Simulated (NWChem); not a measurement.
All runs are NWChem calculations. System: H2AlClO2, charge 0, spin multiplicity 1, at a geometry optimised with B3LYP/def2-SVP. The structure started from a generated list of species. Level: B3LYP/def2-TZVP, VWN1-RPA local correlation.

Input file:

```
start mol
memory heap 200 mb stack 900 mb global 1100 mb
geometry units angstroms nocenter noautoz
  Al    -0.335378     0.246064     0.000000
  Cl     1.368801    -0.976529     0.000000
  O     -0.095360     1.919753     0.000000
  H     -0.799567     2.574249     0.000000
  O     -1.902517    -0.399506     0.000000
  H     -2.127132    -1.334069     0.000000
  symmetry group Cs
end
basis spherical
  * library def2-tzvp
end
dft
  xc b3lyp
  semidirect memsize 60000000 filesize 0
  iterations 100
end
task dft energy
```

Part of the output:

```
             Northwest Computational Chemistry Package (NWChem) 7.3.0
             --------------------------------------------------------

                                NWChem Input Module
                                -------------------

 Scaling coordinates for geometry "geometry" by  1.889725989
 (inverse scale =  0.529177249)

 Turning off AUTOSYM since
 SYMMETRY directive was detected!

                             Geometry "geometry" -> ""
                             -------------------------

 Output coordinates in angstroms (scale by  1.889725989 to convert to a.u.)

  No.       Tag          Charge          X              Y              Z
 ---- ---------------- ---------- -------------- -------------- --------------
    1 Al                  13.0000    -0.33537800     0.24606400     0.00000000
    2 Cl                  17.0000     1.36880100    -0.97652900     0.00000000
    3 O                    8.0000    -0.09536000     1.91975300     0.00000000
    4 H                    1.0000    -0.79956700     2.57424900     0.00000000
    5 O                    8.0000    -1.90251700    -0.39950600     0.00000000
    6 H                    1.0000    -2.12713200    -1.33406900     0.00000000

 Effective nuclear repulsion energy (a.u.)     198.0129225033

            Nuclear Dipole moment (a.u.)
            ----------------------------
        X                 Y               Z
 ---------------- ---------------- ----------------
    -0.0000226767    -0.0000094486     0.0000000000

      Symmetry information
      --------------------

 Group name             Cs
 Group number              2
 Group order               2
 No. of unique centers     6

      Symmetry unique atoms

     1    2    3    4    5    6


 Summary of "ao basis" -> "" (spherical)
 ------------------------------------------------------------------------------
       Tag                 Description            Shells   Functions and Types
 ---------------- ------------------------------  ------  ---------------------
 *                         def2-tzvp                  on all atoms

                                 NWChem DFT Module
                                 -----------------

 Summary of "ao basis" -> "ao basis" (spherical)
 ------------------------------------------------------------------------------
       Tag                 Description            Shells   Functions and Types
 ---------------- ------------------------------  ------  ---------------------
 Al                        def2-tzvp                13       37   5s5p2d1f
 Cl                        def2-tzvp                13       37   5s5p2d1f
 O                         def2-tzvp                11       31   5s3p2d1f
 H                         def2-tzvp                 4        6   3s1p

 Summary of "ao basis" -> "ao basis" (spherical)
 ------------------------------------------------------------------------------
       Tag                 Description            Shells   Functions and Types
 ---------------- ------------------------------  ------  ---------------------
 Al                        def2-tzvp                13       37   5s5p2d1f
 Cl                        def2-tzvp                13       37   5s5p2d1f
 O                         def2-tzvp                11       31   5s3p2d1f
 H                         def2-tzvp                 4        6   3s1p

      Symmetry analysis of basis
      --------------------------

        a'        102
        a"         46

            General Information
[...]
 d= 0,ls=0.0,diis     5   -854.6024394343 -6.62D-04  8.60D-05  5.42D-04    13.0
  Resetting Diis
 d= 0,ls=0.0,diis     6   -854.6024996998 -6.03D-05  1.50D-05  1.85D-05    14.1
 d= 0,ls=0.0,diis     7   -854.6025005945 -8.95D-07  1.76D-05  8.57D-06    15.1
 d= 0,ls=0.0,diis     8   -854.6024988214  1.77D-06  1.14D-05  2.92D-05    16.2
 d= 0,ls=0.0,diis     9   -854.6025013380 -2.52D-06  7.37D-07  2.86D-08    17.2
 d= 0,ls=0.0,diis    10   -854.6025013411 -3.03D-09  1.94D-07  2.41D-09    18.3

         Total DFT energy =     -854.602501341067
      One electron energy =    -1576.901308772792
           Coulomb energy =      589.347623288527
    Exchange-Corr. energy =      -65.061738360132
 Nuclear repulsion energy =      198.012922503330

 Numeric. integr. density =       47.999999086801

     Total iterative time =     16.8s

                  Occupations of the irreducible representations
                  ----------------------------------------------

                     irrep           alpha         beta
                     --------     --------     --------
                     a'               19.0         19.0
                     a"                5.0          5.0

                       DFT Final Molecular Orbital Analysis
                       ------------------------------------

 Vector   22  Occ=2.000000D+00  E=-3.330909D-01  Symmetry=a"
              MO Center= -8.7D-01,  9.3D-02,  1.1D-14, r^2= 3.5D+00
   Bfn.  Coefficient  Atom+Function         Bfn.  Coefficient  Atom+Function
  ----- ------------  ---------------      ----- ------------  ---------------
   119      0.352373  5 O  pz               122      0.290150  5 O  pz
    82     -0.233200  3 O  pz               125      0.232789  5 O  pz
    54     -0.214298  2 Cl pz                85     -0.193644  3 O  pz
    57     -0.147585  2 Cl pz                88     -0.148314  3 O  pz
    51     -0.105199  2 Cl pz                45      0.085034  2 Cl pz

 Vector   23  Occ=2.000000D+00  E=-3.308762D-01  Symmetry=a"
              MO Center=  7.3D-01,  1.9D-01, -1.7D-15, r^2= 3.5D+00
   Bfn.  Coefficient  Atom+Function         Bfn.  Coefficient  Atom+Function
  ----- ------------  ---------------      ----- ------------  ---------------
    54      0.407789  2 Cl pz                82     -0.294081  3 O  pz
    57      0.267756  2 Cl pz                85     -0.243167  3 O  pz
    51      0.198396  2 Cl pz                88     -0.189471  3 O  pz
    45     -0.160847  2 Cl pz                48     -0.073968  2 Cl pz
    22     -0.052391  1 Al d -1              27     -0.039529  1 Al d -1

 Vector   24  Occ=2.000000D+00  E=-3.272101D-01  Symmetry=a'
              MO Center=  8.3D-01, -8.1D-01, -1.6D-15, r^2= 2.7D+00
   Bfn.  Coefficient  Atom+Function         Bfn.  Coefficient  Atom+Function
  ----- ------------  ---------------      ----- ------------  ---------------
    53      0.358021  2 Cl py                52      0.327502  2 Cl px
    56      0.241330  2 Cl py                55      0.216269  2 Cl px
    50      0.175738  2 Cl py               117      0.162103  5 O  px
    49      0.160315  2 Cl px                44     -0.141709  2 Cl py
   120      0.130938  5 O  px                43     -0.129506  2 Cl px

 Vector   25  Occ=0.000000D+00  E=-3.950585D-02  Symmetry=a'
              MO Center= -5.1D-01,  2.1D-01, -4.9D-15, r^2= 5.1D+00
   Bfn.  Coefficient  Atom+Function         Bfn.  Coefficient  Atom+Function
  ----- ------------  ---------------      ----- ------------  ---------------
     5      1.080225  1 Al s                116     -0.471581  5 O  s
    79     -0.391347  3 O  s                 42     -0.305324  2 Cl s
   108      0.290589  4 H  s                  4      0.274298  1 Al s
   145      0.275242  6 H  s                 55      0.214567  2 Cl px
     3     -0.191809  1 Al s                 56     -0.155929  2 Cl py

 Vector   26  Occ=0.000000D+00  E= 1.158270D-03  Symmetry=a"
              MO Center= -2.0D-01,  1.2D-01, -1.7D-15, r^2= 4.5D+00
   Bfn.  Coefficient  Atom+Function         Bfn.  Coefficient  Atom+Function
  ----- ------------  ---------------      ----- ------------  ---------------
    20      0.825778  1 Al pz                17      0.422413  1 Al pz
    57     -0.272938  2 Cl pz               125     -0.183738  5 O  pz
    88     -0.172562  3 O  pz                54     -0.150103  2 Cl pz
   119     -0.149973  5 O  pz                82     -0.145876  3 O  pz
   122     -0.119730  5 O  pz                85     -0.116596  3 O  pz

 Vector   27  Occ=0.000000D+00  E= 3.252412D-02  Symmetry=a'
              MO Center= -1.1D+00,  3.0D-01, -1.2D-15, r^2= 8.2D+00
   Bfn.  Coefficient  Atom+Function         Bfn.  Coefficient  Atom+Function
  ----- ------------  ---------------      ----- ------------  ---------------
    79      0.837176  3 O  s                145      0.809169  6 H  s
   108     -0.739186  4 H  s                116     -0.633452  5 O  s
    19     -0.614991  1 Al py               124      0.276311  5 O  py
    42     -0.199910  2 Cl s                118      0.139052  5 O  py
    77      0.131209  3 O  s                 18     -0.129617  1 Al px

 center of mass
 --------------
 x =   0.07702046 y =  -0.03826116 z =   0.00000000

 moments of inertia (a.u.)
 ------------------
         374.656599113621         138.824386668744           0.000000000000
         138.824386668744         470.088521581559           0.000000000000
           0.000000000000           0.000000000000         844.745120695180

     Multipole analysis of the density
     ---------------------------------

     L   x y z        total         alpha         beta         nuclear
     -   - - -        -----         -----         ----         -------
     0   0 0 0     -0.000000    -24.000000    -24.000000     48.000000

     1   1 0 0     -0.728435     -0.364206     -0.364206     -0.000023
     1   0 1 0     -0.084580     -0.042285     -0.042285     -0.000009
     1   0 0 1     -0.000000     -0.000000     -0.000000      0.000000

     2   2 0 0    -28.743034   -134.907451   -134.907451    241.071867
     2   1 1 0     -0.020868     32.844827     32.844827    -65.710522
     2   1 0 1      0.000000      0.000000      0.000000      0.000000
     2   0 2 0    -24.161045   -112.365685   -112.365685    200.570325
     2   0 1 1     -0.000000     -0.000000     -0.000000      0.000000
     2   0 0 2    -25.253546    -12.626773    -12.626773      0.000000

 Task  times  cpu:       18.3s     wall:       18.3s

 Total times  cpu:       18.4s     wall:       18.4s
```
